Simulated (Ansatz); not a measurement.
Ansatz (an electronic-structure program) input (X2C-CCSD(T)/cc-pVTZ-DK):

Ansatz 0.2 input:
```yaml
crystal:
  periodic: [false, false, false]
  atoms:
    - {symbol: C, position_ang: [2.38826671, 0.46351488, -0.51739442]}
    - {symbol: C, position_ang: [1.48485984, -0.10275107, 0.59428643]}
    - {symbol: C, position_ang: [0.09551236, 0.45400259, 0.60776908]}
    - {symbol: C, position_ang: [-0.95027111, -0.19946429, -0.01578725]}
    - {symbol: O, position_ang: [-0.89942077, -1.30969404, -0.63385421]}
    - {symbol: C, position_ang: [-2.33249594, 0.46931740, 0.04164282]}
    - {symbol: H, position_ang: [2.49073128, 1.54935485, -0.42007409]}
    - {symbol: H, position_ang: [1.93923782, 0.26056424, -1.49192857]}
    - {symbol: H, position_ang: [3.39699305, 0.02482543, -0.50109178]}
    - {symbol: H, position_ang: [1.40911074, -1.18564536, 0.44826363]}
    - {symbol: H, position_ang: [1.99110424, 0.05754846, 1.55931309]}
    - {symbol: H, position_ang: [-0.07749514, 1.41241543, 1.08780816]}
    - {symbol: H, position_ang: [-2.69161929, 0.64822464, -0.97778053]}
    - {symbol: H, position_ang: [-2.33165615, 1.41703109, 0.58918643]}
    - {symbol: H, position_ang: [-3.04627170, -0.21448359, 0.51403735]}
basis:
  gaussian:
    orbitals: cc-pVTZ-DK
total_charge: -1
magnetization: {spin_polarized: false}
correlation: {method: ccsd_t, electrons: outside_noble_gas}
```

End of the output:

```
cycle   1  -30.35868937 eV  change   -1.9e-1 eV  update   1.3e-1
cycle   2  -31.08595021 eV  change   -7.3e-1 eV  update   4.2e-2
cycle   3  -31.28625117 eV  change   -2.0e-1 eV  update   2.3e-2
cycle   4  -31.28137936 eV  change    4.9e-3 eV  update   6.5e-3
cycle   5  -31.27584216 eV  change    5.5e-3 eV  update   3.3e-3
cycle   6  -31.27676585 eV  change   -9.2e-4 eV  update   1.2e-3
cycle   7  -31.27657971 eV  change    1.9e-4 eV  update   4.5e-4
cycle   8  -31.27629512 eV  change    2.8e-4 eV  update   1.6e-4
cycle   9  -31.27629064 eV  change    4.5e-6 eV  update   6.6e-5
cycle  10  -31.27635172 eV  change   -6.1e-5 eV  update   3.2e-5
cycle  11  -31.27630273 eV  change    4.9e-5 eV  update   1.6e-5
cycle  12  -31.27630412 eV  change   -1.4e-6 eV  update   6.9e-6
perturbative correction -1.38125439 eV, -0.0507601624 hartree
Total energy: -7369.76193686 eV, -270.8337557754 hartree
Relativity: scalar
```

It need not be the lowest isomer of its formula. Whether it binds its extra electron was not tested at this geometry.
